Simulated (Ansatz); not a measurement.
Stepwise reaction of `ClB(Br)Br` with hydrogen, as a gas-phase model of exchange steps in deposition or etching. ΔE in kJ/mol; ΔG adds harmonic PBE0-D4 terms to CCSD(T)/CBS, at 1 bar.

Calculated with Ansatz (gas phase, PBE0-D4/def2-TZVP geometries, no zero-point term in ΔE). CCSD(T)/CBS is the MP2 limit (def2-TZVPP, def2-QZVPP) plus CCSD(T) − MP2 in def2-TZVPP, frozen cores. This one scheme is used for every species. Functionals use def2-TZVPP. B3LYP here is the variant with VWN-RPA as its local correlation; programs differ in this. For Br outer-core shells are correlated without core-valence functions, which leaves a few kJ/mol of doubt a bond. Scalar relativity is left out up to krypton.

```
step                          reaction  PBE-D4  B3LYP-D4  ωB97M-V  CCSD(T)/CBS  ΔG(400 K)
   1  `ClB(Br)Br` + H₂ → `ClBBr` + HBr    51.0      42.4     42.5         45.6       40.0
   2        `ClBBr` + H₂ → `BCl` + HBr    69.2      59.6     59.8         62.8       61.7
```

(1) By hand: ΔE of the 2 steps together at CCSD(T)/CBS.

Answers

(1) (45.6) + (62.8) = 108.4 kJ/mol, or 54.2 kJ/mol a step.

In ΔE each step is higher than the one before. All are uphill at CCSD(T)/CBS. ΔG lies between 40.0 and 61.7 kJ/mol a step. PBE-D4 differs from CCSD(T)/CBS by 5.4 to 6.4 kJ/mol a step. Isolated molecules leave out the surface, adducts and barriers. Largest T1 diagnostic: 0.012.
